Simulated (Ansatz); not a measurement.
**Cost against result**

Saddle point of SnH5ClO, singlet (SnH₃Cl ([Cl][SnH3]) + H₂O → SnH₄O ([OH][SnH3]) + HCl; bonds formed: Sn1–O7, Cl2–H6; bonds broken: Sn1–Cl2, H6–O7), PBE0-D4/def2-TZVP structure:

Sn1  (-0.454, 0.717, -0.487)
Cl2  (0.753, -2.098, -0.806)
H3  (-1.801, -0.084, -1.106)
H4  (-0.894, 2.106, 0.416)
H5  (0.883, 1.047, -1.466)
H6  (0.521, -1.282, 0.545)
O7  (0.146, -0.392, 1.180)
H8  (0.845, -0.015, 1.725)
(Å)

Barriers are electronic and count from the start structure reached by relaxing down the imaginary mode.

Computed with Ansatz 0.2.0 (basis: as named in each row); correlated methods freeze the cores. Filled d shells of the heavier atoms are correlated. Core potentials replace the inner electrons of the atoms past krypton. The def2 sets are not built for correlating such inner shells, so the correlated values are less sure here. B3LYP uses VWN-RPA correlation. Extrapolation: Hartree–Fock as exp(−7.88 √X), correlation as X^−2.97.

Times are rough, for one single point on 4 threads of a shared host (Intel Xeon).

The estimate by CCSD(T) at an estimated basis limit (MP2 extrapolated from triple and quadruple zeta, plus CCSD(T) − MP2 in triple zeta) is 0.909 eV.

| method | basis | time (s) | barrier (eV) | method less estimate |
| --- | --- | --- | --- | --- |
| SPW92 | def2-SVP | under 1 | 0.449 | -0.460 |
| PBE-D4 | def2-SVP | 1 | 0.688 | -0.221 |
| PBE0-D4 | def2-SVP | 2 | 0.827 | -0.082 |
| SPW92 | def2-TZVPP | 2 | 0.491 | -0.418 |
| PBE-D4 | def2-TZVPP | 2 | 0.731 | -0.178 |
| BLYP-D4 | def2-TZVPP | 2 | 0.787 | -0.122 |
| B3LYP-D4 | def2-TZVPP | 4 | 0.869 | -0.040 |
| BHLYP-D4 | def2-TZVPP | 4 | 0.990 | 0.081 |
| PBE0-D4 | def2-TZVPP | 4 | 0.842 | -0.067 |
| r2SCAN-D4 | def2-TZVPP | 4 | 0.768 | -0.141 |
| CAM-B3LYP-D4 | def2-TZVPP | 4 | 0.866 | -0.043 |
| CCSD(T) | def2-SVP | 5 | 1.042 | 0.133 |
| r2SCAN0-D4 | def2-TZVPP | 5 | 0.857 | -0.052 |
| wB97M-V | def2-SVP | 6 | 0.894 | -0.015 |
| B2PLYP | def2-TZVPP | 7 | 0.899 | -0.010 |
| PBE-QIDH | def2-TZVPP | 7 | 0.903 | -0.006 |
| RPA on PBE | def2-TZVPP | 7 | 0.957 | 0.048 |
| B97M-V | def2-TZVPP | 8 | 0.921 | 0.013 |
| wB97X-V | def2-TZVPP | 9 | 0.911 | 0.002 |
| wB97M-V | def2-TZVPP | 10 | 0.913 | 0.004 |
| MP2 | def2-QZVPP | 23 | 0.873 | -0.036 |
| CCSD(T) | def2-TZVPP | 77 | 0.950 | 0.041 |

All methods are single points on the PBE0-D4 structures.

No T1 diagnostic of these runs exceeds 0.013.

The step is the kind of ligand exchange by which a precursor binds to a hydroxyl group, or is hydrolysed, in atomic layer deposition of oxides.

Labels in which every atom is bracketed show which atoms are joined, not bond orders.
